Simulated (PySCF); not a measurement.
**MAl cations for M along the alkali metals**

PBE0 with double-zeta basis sets in PySCF, for the lowest determinant that a PBE0 search found; no spin–orbit coupling. De refers to high-spin ground-configuration atoms (the charge goes to the atom of lower measured ionisation energy or higher electron affinity, which is not always the lowest computed limit). A positive dipole points towards Al; it is taken about the centre of mass and depends on that origin.

```tsv
M	basis	charged atom	state (unpaired electrons)	Re (Å)	ωe (cm⁻¹)	De (eV)	μ (D)
Li	cc-pVDZ/cc-pV(D+d)Z	Li+	doublet (σ ↑)	3.036	232	1.27	-6.83
Na	cc-pVDZ/cc-pV(D+d)Z	Na+	doublet (σ ↑)	3.384	134	0.98	-3.84
K	aug-pcseg-1	K+	doublet (σ ↑)	3.870	96.8	0.59	-3.84
Rb	def2-SVP	Rb+	doublet (σ ↑)	4.092	76.8	0.48	-1.55
Cs	def2-SVPD	Cs+	doublet (σ ↑)	4.338	69.9	0.43	-0.26
```

The shortest bond is that of LiAl⁺ (3.036 Å), the longest that of CsAl⁺ (4.338 Å).

The rows differ in basis set, which adds steps of its own.

Down a group the atoms grow and get heavier, so bonds lengthen and wavenumbers fall; this series shows no clear exception.

Weak bonds: CsAl⁺, RbAl⁺. Basis-set superposition, not corrected here, can be much of De in a small basis, most of all at correlated wavefunction levels. These are scalar-relativistic numbers at best; spin–orbit coupling would shift them, the dissociation energy most. For an ion De counts to the pair picked by the measured ionisation energies or electron affinities, which need not be the lowest pair at this level. States were picked by a PBE0 search and need not be the measured ground states.
